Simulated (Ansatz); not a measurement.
Basis-set extrapolation for CH$_{5}$FN$_{2}$OSi, SMILES `N[SiH](F)/N=C/O` (PBE0-D4/def2-TZVP geometry, frozen core, the Gaussian-basis code of Ansatz). Multiplicity 1, RHF reference.

```json
{"": "HF", "def2-TZVPP": "-613.206006", "def2-QZVPP": "-613.230971"}
{"": "MP2 correlation", "def2-TZVPP": "-1.170807", "def2-QZVPP": "-1.264525"}
{"": "CCSD(T) correlation", "def2-TZVPP": "-1.240446", "def2-QZVPP": "not run"}
```

Energies in hartree. Use E(X) = E(∞) + A·exp(−7.88·√X) for Hartree–Fock and E(X) = E(∞) + B·X^(−2.97) for correlation, with X = 3 and 4, and add CCSD(T) minus MP2 of the smaller set to the MP2 limit.

Problem. What is the CCSD(T) energy at the basis-set limit?

Solution. HF limit: -613.230971 + (-0.024965) × 0.13774 = -613.23441. MP2 limit: -1.264525 + (-0.093718) × 0.74074 = -1.33395. Higher-order term: -1.240446 − (-1.170807) = -0.06964. Total: -614.63800 hartree, 5.21 eV below CCSD(T)/def2-TZVPP.
